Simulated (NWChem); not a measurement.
System: C$_{2}$H$_{6}$O$_{2}$Si; SMILES CC(=O)[SiH2]O

Input file for NWChem:

```
start job
memory heap 200 mb stack 900 mb global 1100 mb
geometry units angstroms
  C     -2.107990     0.253345     0.692742
  C     -0.872660     0.133497    -0.151960
  O     -0.905660     0.217136    -1.363498
  Si     0.834266    -0.162941     0.687360
  O      1.908355    -0.236435    -0.518876
  H     -2.223005    -0.657267     1.276553
  H     -1.977235     1.078183     1.389749
  H     -2.993616     0.418547     0.082793
  H      0.806074    -1.437646     1.397606
  H      1.146830     0.968524     1.554550
  H      1.596270    -0.133603    -1.418438
end
basis spherical
  * library 6-31g*
end
dft
  xc b3lyp
  iterations 150
end
driver
  maxiter 120
end
task dft optimize
task dft freq
```

The level has its own optimisation; frequencies are unscaled.

Q: What results follow from this input? (B3LYP/6-31G* (spherical d).) Quantities: r C–C (Å); r C–O (Å); r C–Si (Å); r O–Si (Å); highest harmonic frequency (cm⁻¹); lowest (cm⁻¹); zero-point energy (kcal/mol); dipole (D).

A: 
```
Item                               Value
---------------------------------  -----
r C–C (Å)                          1.511
r C–O (Å)                          1.227
r C–Si (Å)                         1.942
r O–Si (Å)                         1.656
highest harmonic frequency (cm⁻¹)   3647
lowest (cm⁻¹)                         70
zero-point energy (kcal/mol)        49.1
dipole (D)                          2.78
```
